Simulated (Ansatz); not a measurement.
`[BH2][GeH2][CH3]` + `N[SiH2][TeH]` → `B[Te][SiH2]N` + `[CH3][GeH3]`  (cleavage of the B–Ge bond)

Gas-phase electronic energies from Ansatz, PBE0-D4/def2-TZVP geometries. CCSD(T)/CBS adds triple-zeta CCSD(T) − MP2 to the extrapolated MP2 energy (def2 sets, frozen cores). DFT in def2-TZVPP. def2 core potentials past Kr. For Ge, Te outer-core shells are correlated without core-valence functions, which leaves a few kJ/mol of doubt a bond. Scalar relativity is left out up to krypton. Each species was taken in one conformer, which may not be the lowest.

```csv
level,ΔE (kcal/mol)
LC-ωPBE,-19.4
MP2/def2-SVP,-24.6
```

**Question.** What does CCSD(T)/CBS give? (An estimate is asked.)

**Answer.** Ansatz gave: -21.2 kcal/mol. The listed levels differ from it by 1.8, -3.4 kcal/mol.

Largest T1 diagnostic among the species: 0.014.

Leaving LDA and LC-ωPBE aside and taking each functional with its dispersion term where it has one, the values, not all of them listed here, spread over 2.6 kcal/mol, from PBE-D4 to ωB97X-V. LDA lies −1.5 kcal/mol from PBE without D4. At CCSD(T), def2-SVP lies −2.4 kcal/mol from the extrapolated value and def2-TZVPP −0.4 kcal/mol. From BLYP to BHLYP (50 % exact exchange), in def2-TZVPP and without D4, ΔE moves by +0.9 kcal/mol.
